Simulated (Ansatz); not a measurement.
Total energies of PbH4 (H4Pb) from Ansatz at PBE0-D4/def2-TZVP, gas phase (1 Eh = 27.2114 eV = 2625.5 kJ/mol). The reference geometry is relaxed at PBE0-D4/def2-TZVP.

```xyz
5

Pb    0.000    0.000    0.000
H    -1.641    0.388    0.462
H     0.912    1.477   -0.208
H    -0.013   -0.894   -1.503
H     0.743   -0.972    1.249
```

| state | geometry | energy (Eh) |
| --- | --- | --- |
| charge 0 singlet | reference | -195.19205 |
| charge 1 doublet | reference | -194.78073 |
| charge 1 doublet | relaxed at PBE0-D4/def2-TZVP | -194.81975 |
| free Pb atom (triplet) | – | -192.83692 |
| free H atom (doublet) | – | -0.50104 |

In the def2 sets Pb takes a core potential; there is no spin–orbit coupling.

(1) Work out the vertical ionisation energy to the doublet.

(2) How much does the charge 1 doublet relax, and what is the adiabatic ionisation energy?

(3) What is the binding energy per atom against free atoms?

(1) E(charge 1 doublet) − E(charge 0 singlet) = -194.78073 − (-195.19205) = 0.41132 Eh = 11.19 eV. For comparison, −ε of the highest occupied level is 8.91 eV at this level, 2.28 eV less.

(2) Relaxation: -194.78073 − (-194.81975) = 0.03902 Eh = 1.06 eV. Adiabatic ionisation energy: 0.37230 Eh = 10.13 eV, without zero-point energy. Bonds change on the way (1 lost, 0 formed), so the relaxed form is another species. 

(3) Atoms: 1 × (-192.83692) + 4 × (-0.50104) = -194.84108 Eh. Binding: -194.84108 − (-195.19205) = 0.35097 Eh = 9.55 eV, or 1.91 eV for each of 5 atoms (no zero-point energy, no counterpoise term).
